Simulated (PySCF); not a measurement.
## Calculated properties of `CC(=O)C1=NN=C(C)C=N1`

Compound: C6H7N3O.
Bonds: C1–C2, C2–O3 (double), C2–C4, C4–N5 (aromatic), N5–C6 (aromatic), C6–C7 (aromatic), C7–C8, C7–N9 (aromatic), N9–N10 (aromatic), C4–N10 (aromatic). Hydrogens: H11, H12, H13 on C1; H14 on C6; H15, H16, H17 on C8.

Among its groups: ketone and pyridine-type ring nitrogen.

From GFN2-xTB geometry:

```yaml
Rotational_constants_A_B_C_of_the_GFN2-xTB_geometry: 3.813, 0.864, 0.711 GHz
```

**PBE0/pcSseg-1 ground state and GIAO shieldings, non-relativistic (PySCF)**

```yaml
Dipole_moment: 3.81 D
HOMO_energy: -7.06 eV
LUMO_energy: -2.36 eV
HOMO–LUMO_gap: 4.70 eV
Lowest_Hirshfeld_atomic_charge: -0.22 e on O3
Highest_Hirshfeld_atomic_charge: +0.16 e on C2
13C_chemical_shifts_computed_TMS_as_zero_by_class: 201.4 (C2), 164.5 (C7), 161.9 (C4), 154.6 (C6), 31.8 (C1), 22.7 (C8) ppm
1H_chemical_shifts_computed_TMS_as_zero_by_class: 8.95 (H14), 3.11 (H11/H12/H13), 3.00 (H15/H16/H17) ppm
Isotropic_shieldings_of_nuclei_other_than_C_and_H_by_class: -207 (N9), -173 (N10), -75 (N5), -372 (O3) ppm
Mayer_bond_orders_between_heavy_atoms: C1–C2 1.04, C2–O3 2.07, C2–C4 0.86, C4–N5 1.36, N5–C6 1.55, C6–C7 1.23, C7–C8 1.04, C7–N9 1.50, N9–N10 1.34, N10–C4 1.44
```

Monoisotopic mass from the formula: 137.0589 u.

The rotational constants make it an asymmetric top with κ = (2B − A − C)/(A − C) = -0.90, nearer the prolate limit (−1). With B = h/(8π²I), that is 505.379 GHz u Å² over I, the principal moments of inertia are 132.6, 585.0 and 710.9 u Å² (most abundant isotopes). The dipole equals about 12.7 × 10⁻³⁰ C·m (1 D = 3.33564 × 10⁻³⁰ C·m).

Isolated species at its GFN2-xTB geometry (one conformer only). GFN2-xTB frequencies show an imaginary mode (31i cm⁻¹), so this geometry is no minimum at that level. NMR classes are plain means over equivalent atoms (diastereotopic ones count apart unless rotation or inversion swaps them), as if these changed places fast; in this geometry the members of some classes differ.

For the NMR shielding job (PBE0/pcSseg-1), the run took about 2.1 min of CPU time (grids of density and orbitals included) (one thread, shared machine).

Conformer computed: `[CH3:1][C:2](=[O:3])[c:4]1[n:5][cH:6][c:7]([CH3:8])[n:9][n:10]1`: C1–C2–C4–N5 -176°.
